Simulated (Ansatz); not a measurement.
Relaxation of a periodic cell of 19 atoms, C$_{18}$Se (surface graphene monolayer, adsorbate Se), to a largest force component of 0.03 eV/Å in at most 60 steps.

Method: Ansatz 0.2.0, DFT PBEsol, scalar-relativistic, plane waves, PAW. Settings: cutoff 420 eV, k mesh 2x2x1, gaussian smearing 0.05 eV, no spin polarisation.

```xyz
19
Lattice="7.3980 0.0000 0.0000 -3.6990 6.4069 0.0000 0.0000 0.0000 11.0000" Properties=species:S:1:pos:R:3:forces:R:3
C 0.000 0.000 1.000 0.04 0.53 0.02
C 1.233 0.712 1.000 -0.39 0.06 0.03
C -1.233 2.136 1.000 0.07 -1.37 -0.44
C 0.000 2.847 1.000 1.69 0.45 -0.49
C -2.466 4.271 1.000 -0.80 2.00 -1.38
C -1.233 4.983 1.000 0.01 1.22 -1.21
C 2.466 0.000 1.000 -0.01 -0.67 -0.15
C 3.699 0.712 1.000 0.37 0.10 0.02
C 1.233 2.136 1.000 0.32 -0.15 -0.16
C 2.466 2.847 1.000 0.01 0.18 0.05
C 0.000 4.271 1.000 0.87 1.91 -1.40
C 1.233 4.983 1.000 -0.47 -0.57 -0.14
C 4.932 0.000 1.000 0.01 0.53 0.02
C 6.165 0.712 1.000 -0.03 -1.30 -0.14
C 3.699 2.136 1.000 -0.38 -0.21 -0.16
C 4.932 2.847 1.000 -1.64 0.40 -0.38
C 2.466 4.271 1.000 0.01 -0.02 0.15
C 3.699 4.983 1.000 0.43 -0.55 -0.14
Se -1.246 3.057 2.790 -0.12 -2.56 5.89
```

Where does it end, and by what steps?

It converged. Limits of this set-up: coarse k mesh, slab without dipole correction. After 11 steps the energy has fallen by 2.466 eV; Se19 moved furthest, 0.88 Å. Parted: C4–Se19.

```
step  energy less start (eV)  largest force component (eV/Å)  accepted
   0                  0.0000                           5.885       yes
   1                 -1.2155                           3.064       yes
   2                 -1.8106                           1.207       yes
   3                 -2.1049                           0.665       yes
   4                 -2.2828                           0.562       yes
   5                 -2.4107                           0.446       yes
   6                 -2.4296                           0.452       yes
   7                 -2.4599                           0.245       yes
   8                 -2.4630                           0.163       yes
   9                 -2.4623                           0.249        no
  10                 -2.4652                           0.040       yes
  11                 -2.4655                           0.005       yes
```

```xyz
19
Lattice="7.3980 0.0000 0.0000 -3.6990 6.4069 0.0000 0.0000 0.0000 11.0000" Properties=species:S:1:pos:R:3
C 0.031 0.022 0.943
C 1.265 0.741 0.940
C -1.181 2.154 1.231
C 0.051 2.897 0.999
C -2.427 4.327 0.999
C -1.213 5.015 0.922
C 2.489 0.035 0.898
C 3.723 0.751 0.923
C 1.271 2.170 0.943
C 2.492 2.873 0.943
C 0.039 4.292 0.922
C 1.274 5.008 0.898
C 4.976 0.028 0.923
C 6.189 0.715 0.999
C 3.712 2.146 0.999
C 4.943 2.889 1.231
C 2.497 4.301 0.940
C 3.732 5.020 0.943
Se -1.817 2.521 3.197
```

Whether the end is a true minimum wasn't checked by a vibrational analysis.

Time of the run: 57 s on 1 thread of Arm Neoverse V2 (shared host), peak memory 0.63 GiB.
